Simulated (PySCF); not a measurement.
Spinor energies of Zr³⁹⁺ (zirconium, charge +39)

Start: 1s1; 1s1/2 filled at m_j = +1/2. Calculated with PySCF 2.14 in an uncontracted even-tempered set (15 s from 73 bohr⁻², ratio 2.4; 10 p from 95 bohr⁻², ratio 2.4; 3 d from 290 bohr⁻², ratio 2.6; 3 f from 430 bohr⁻², ratio 2.6): generalised Hartree-Fock with the X2C-1e Hamiltonian and a Gaussian nucleus; one run each with spin-orbit coupling (SO) switched off, then screened by Boettger's factors.

```
spinor shell  electrons  ε, spin-free (eV)  ε, screened SO (eV)  weight of nominal j (screened SO)  rms radius, screened SO (bohr)
       1s1/2          1           -22253.1             -22253.1                              1.000                          0.0418
```

```tsv
quantity	spin-free	screened SO
E (hartree)	-817.78697	-817.78697
M_J	1/2	1/2
⟨J²⟩	0.750	0.750
⟨L²⟩	0.000	0.000
⟨S²⟩	0.750	0.750
```

Breit and QED terms are absent; they matter most for the inner s and p1/2 levels.

Densities and radii are taken from the X2C orbitals without a picture-change correction, which distorts them close to the nucleus.

Without spin-orbit coupling the j labels of p, d and f shells carry no meaning; the spin-free column gives the mean over the occupied spinors of each nl shell.
